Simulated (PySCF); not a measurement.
LDA on V⁻ (vanadium, charge -1), [Ar] 3d4 4s2, high-spin 5D determinant. Computed with PySCF 2.14 in x2c-TZVPPall with one added diffuse shell each of s, p, d, f type (7s6p5d3f1g, 80 functions), with scalar relativity by spin-free X2C-1e.

```
cycle= 1 E= -946.989565843318  delta_E= -0.0121  |g|= 0.236  |ddm|= 1.31
cycle= 2 E= -946.869159203329  delta_E= 0.12  |g|= 0.608  |ddm|= 0.628
cycle= 3 E= -947.010647341998  delta_E= -0.141  |g|= 0.0287  |ddm|= 0.492
cycle= 4 E= -947.010949875784  delta_E= -0.000303  |g|= 0.0119  |ddm|= 0.0507
cycle= 5 E= -947.011039719335  delta_E= -8.98e-05  |g|= 0.00422  |ddm|= 0.0313
cycle= 6 E= -947.011052753408  delta_E= -1.3e-05  |g|= 0.000204  |ddm|= 0.00764
cycle= 7 E= -947.0110527866  delta_E= -3.32e-08  |g|= 4.96e-06  |ddm|= 0.000428
cycle= 8 E= -947.011052786655  delta_E= -5.54e-11  |g|= 8.38e-07  |ddm|= 4.29e-05
converged SCF energy = -947.011052786655  <S^2> = 6.0529656  2S+1 = 5.0211415
```

Highest occupied orbital energy: 1.853 eV; ⟨L²⟩ = 6.02; populations by l: s 8.00, p 12.00, d 4.00, f 0.00.

(1) Can this result be used?

Answers

(1) With care. The calculation finished and met its thresholds. At LDA the highest occupied level has a positive energy, so only the finite basis holds that electron; in a semilocal or global hybrid functional this comes from self-interaction and does not mean that the real anion is unbound.
